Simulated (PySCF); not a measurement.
Gas-phase reaction: Ge2H6 + F2 = 2 GeH3F

Method: PySCF energies plus ideal-gas RRHO corrections (1 bar). † marks an energy on the PBE0/def2-TZVP geometry and frequencies; other levels use their own. CCSD(T) freezes the core. All species are closed-shell singlets. Ge: all electrons, no relativistic terms. CCSD(T) isn't extrapolated to the basis-set limit.

```csv
level,"ΔH°(298 K), kJ"
BLYP/def2-TZVP†,[?]
CCSD(T)/def2-TZVPP†,-605
PBE0/def2-SVP†,[?]
PBE0/def2-TZVP,-593
LDA/def2-TZVP†,-575
ωB97M-V/def2-TZVP†,[?]
```

Q: Some entries are withheld; supply them.

A: 
- BLYP/def2-TZVP†, ΔH°(298 K), kJ: -582
- PBE0/def2-SVP†, ΔH°(298 K), kJ: -579
- ωB97M-V/def2-TZVP†, ΔH°(298 K), kJ: -607
